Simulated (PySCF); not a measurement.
Input for PySCF:
```python
from pyscf import gto, scf

mol = gto.M(
    atom='''
B     1.46455756   -0.30585833    1.59508252
F     0.94115646    0.52596483    2.51347976
H     2.33038559   -0.85173656    1.97049960
O     0.82138758   -0.44271725    0.46659507
Si   -0.35158975   -0.07962988   -0.59747627
C    -1.37982943    1.42804641    0.09725878
C     0.55878527    0.46805042   -2.19251263
C    -1.33613470   -1.63896373   -0.76888412
H    -2.20259959    1.66029238   -0.59684116
H    -0.82324762    2.27397501    0.18829793
H    -1.88766839    1.03592429    1.04271555
H     1.18409195    1.39435939   -2.05946478
H    -0.17955077    0.68913859   -3.02079444
H     1.19068514   -0.29414436   -2.56524954
H    -1.84891595   -1.96614188    0.16173386
H    -0.71842313   -2.45739260   -1.12869538
H    -2.14269450   -1.54165152   -1.53517988
''',
    basis='sto-3g',
    verbose=4,
)

mf = scf.RHF(mol)
mf.kernel()
g = mf.nuc_grad_method()
grad = g.kernel()
```

### Question
Give the nuclear repulsion energy at the level HF/STO-3G, gradient in PySCF.

### Answer
380.6590 Eh

### Question
Give the total energy at the level HF/STO-3G, gradient.

### Answer
-600.081706 Ha

### Question
Predict the HOMO-LUMO gap from HF/STO-3G, gradient.

### Answer
18.71 eV

### Question
Predict the Mulliken (on the basis functions themselves) charges in atom order from HF/STO-3G, gradient.

### Answer
B1 0.44, F2 -0.24, H3 -0.10, O4 -0.55, Si5 1.07, C6 -0.37, C7 -0.36, C8 -0.38, H9 0.05, H10 0.07, H11 0.05, H12 0.05, H13 0.04, H14 0.06, H15 0.06, H16 0.06, H17 0.05
